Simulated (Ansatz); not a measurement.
`C[B]([SiH3])[GaH2]` + CH₃NH₂ → `CNB(C)[SiH3]` + `[GaH3]` at 400 K and 1 bar (cleavage of the B–Ga bond).

Calculated with Ansatz (gas phase, PBE0-D4/def2-TZVP geometries, no zero-point term in ΔE). CCSD(T)/CBS is the MP2 limit (def2-TZVPP, def2-QZVPP) plus CCSD(T) − MP2 in def2-TZVPP, frozen cores. For Ga outer-core shells are correlated without core-valence functions, which leaves a few kJ/mol of doubt a bond. Scalar relativity is left out up to krypton. One conformer a species, not always the lowest.

```json
{"species": "`C[B]([SiH3])[GaH2]`", "CCSD(T)/CBS energy (Eh)": "-2280.62864", "H − E (kJ/mol)": "242.5", "S (J/(mol·K))": "430.4"}
{"species": "CH₃NH₂", "CCSD(T)/CBS energy (Eh)": "-95.75281", "H − E (kJ/mol)": "185.4", "S (J/(mol·K))": "256.0"}
{"species": "`CNB(C)[SiH3]`", "CCSD(T)/CBS energy (Eh)": "-450.73419", "H − E (kJ/mol)": "357.7", "S (J/(mol·K))": "417.5"}
{"species": "`[GaH3]`", "CCSD(T)/CBS energy (Eh)": "-1925.70545", "H − E (kJ/mol)": "64.2", "S (J/(mol·K))": "231.8"}
```

H − E and S are ideal-gas, rigid-rotor, harmonic terms from PBE0-D4/def2-TZVP, for one conformer and one mirror image of each species. 1 Eh = 2625.50 kJ/mol, R = 8.31446 J/(mol·K).

Question: By hand: ΔE, ΔH, ΔS and ΔG.

Answer: ΔE = (-450.73419) + (-1925.70545) − (-2280.62864) − (-95.75281) = -0.05819 Eh = -152.8 kJ/mol. Δ(H − E) = 357.7 + 64.2 − 242.5 − 185.4 = -6.0, so ΔH = -158.8 kJ/mol. ΔS = 417.5 + 231.8 − 430.4 − 256.0 = -37.1 J/(mol·K). ΔG = -158.8 − 400 × (-37.1)/1000 = -144.0 kJ/mol.

Question: By hand: the equilibrium constant, and the temperature at which ΔG would vanish if ΔH and ΔS stayed fixed.

Answer: log₁₀ K = −ΔG/(RT ln 10) = 18.8. ΔG = 0 at ΔH/ΔS = 4280 K, far beyond where these terms or the molecules hold.

ΔH outweighs TΔS. A doubt of 5 kJ/mol in ΔE shifts log₁₀ K by 0.7 here. Other conformers and mirror images would add mixing entropy, several J/(mol·K) or more a flexible species. Modes under 60 cm⁻¹, often nearly free rotors, make the harmonic entropy too high. These are equilibria of isolated gas molecules and say nothing of rates. Largest T1 diagnostic: 0.014 (customary marks: 0.02 for closed shells, 0.045 for open ones).
